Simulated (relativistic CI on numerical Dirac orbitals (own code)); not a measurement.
**Slater and spin-orbit integrals, Gd⁹⁺**

Method of calculation: Dirac-Coulomb-Breit CI, orbitals from a KLI potential per configuration, model QED, unscaled Slater integrals (own radial code, finite nucleus).

Slater integrals F^k, G^k are unscaled and averaged over j, outside the closed core [Kr] 4d10 5s2; ζ comes from projecting the Hamiltonian with its Breit term on Σ l·s of the shell.

- 4f5 5p2: F^2(4f,4f) = 136490, F^4(4f,4f) = 86704, F^6(4f,4f) = 62690, ζ(4f) = 1763.9, F^2(5p,5p) = 81418, F^2(4f,5p) = 63311, G^2(4f,5p) = 27617, G^4(4f,5p) = 22977, ζ(5p) = 34642 cm⁻¹; <r>(4f) = 0.724, <r^2>(4f) = 0.632, <r>(5p) = 1.319, <r^2>(5p) = 1.942 (bohr units).
- 4f6 6s: F^2(4f,4f) = 133920, F^4(4f,4f) = 84976, F^6(4f,4f) = 61411, ζ(4f) = 1642.9, G^3(4f,6s) = 6348.7 cm⁻¹; <r>(4f) = 0.7357, <r^2>(4f) = 0.6534, <r>(6s) = 2.255, <r^2>(6s) = 5.633 (bohr units).

Averages of the first 2 configurations, taken without configuration mixing, which lowers the lowest level and can move excited configurations by several eV; other configurations of the list can lie among them:

```
Configuration  Parity  States  Average energy above the lowest level (eV)
      4f5 5p2     odd   30030                                        18.9
       4f6 6s    even    6006                                        80.3
```
